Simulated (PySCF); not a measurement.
An unknown is described by computed data only.

Elements present: C, Cl, H, S and Si. Monoisotopic mass: 154.0039 u.

- Dipole: 0.93 D [CAM-B3LYP/def2-SVPD]
- UV, strongest line: among the 8 lowest singlet transitions: S7 at 7.59 eV (163 nm, f = 0.061) [TDDFT CAM-B3LYP/def2-SVPD]
- 13C NMR: chemical shifts (computed TMS as zero) by class: 24.4 (1 C), 20.8 (1 C), 20.4 (1 C), 13.2 (1 C) ppm [GIAO PBE0/pcSseg-1]
- Rotational structure: rotational constants A, B, C: 2.303, 0.758, 0.602 GHz [GFN2-xTB]
- Triplet: lowest triplet excitation (Tamm–Dancoff): 5.23 eV [TDA CAM-B3LYP/def2-SVPD]
- UV, first state: lowest singlet excitation: 5.60 eV (221 nm, f = 0.003) [TDDFT CAM-B3LYP/def2-SVPD]

The electronic properties come from PySCF, for the isolated species, density fitting. Levels stand in brackets. The structure is a single GFN2-xTB conformer in the gas phase; no vibrational or solvent corrections. NMR values are class means; diastereotopic atoms form classes of their own.

Task: Which formula fits the mass and the elements?

Result: C4H11ClSSi (calculated 154.0039). No other formula that holds each of these elements comes within 0.0003 u with a fitting electron parity and a possible valence count.

Task: What is the compound? Reason from the data.

Result: Numbering: `[CH3:1][CH2:2][CH2:3][Si@H:4]([Cl:5])[S:6][CH3:7]`. Its formula, C4H11ClSSi, gives 0 degrees of unsaturation, so no ring and no π bond. 4 carbons fall into 4 classes; from least to most shielded: sp3 carbon bound to silicon [C3] (24.4 ppm), chain CH2 carbon [C2] (20.8 ppm), methyl carbon [C1] (20.4 ppm), S-methyl carbon [C7] (13.2 ppm). The optimised geometry has point group C1 and is an asymmetric top. Structure: `CCC[Si@H](Cl)SC`. Computed isomers that give other values at the same levels: `CCS[Si@H](Cl)CC` (13C chemical shifts (computed TMS as zero) by class: 28.5 (1 C), 20.0 (1 C), 15.2 (1 C), 9.1 (1 C) ppm). The assignments are read from this structure; whether some other isomer fits the data as well wasn't checked. The mirror image fits equally.

Conformer computed: `[CH3:1][CH2:2][CH2:3][Si@H:4]([Cl:5])[S:6][CH3:7]`: C1–C2–C3–Si4 -178°, C2–C3–Si4–Cl5 -64°, C3–Si4–S6–C7 173°.
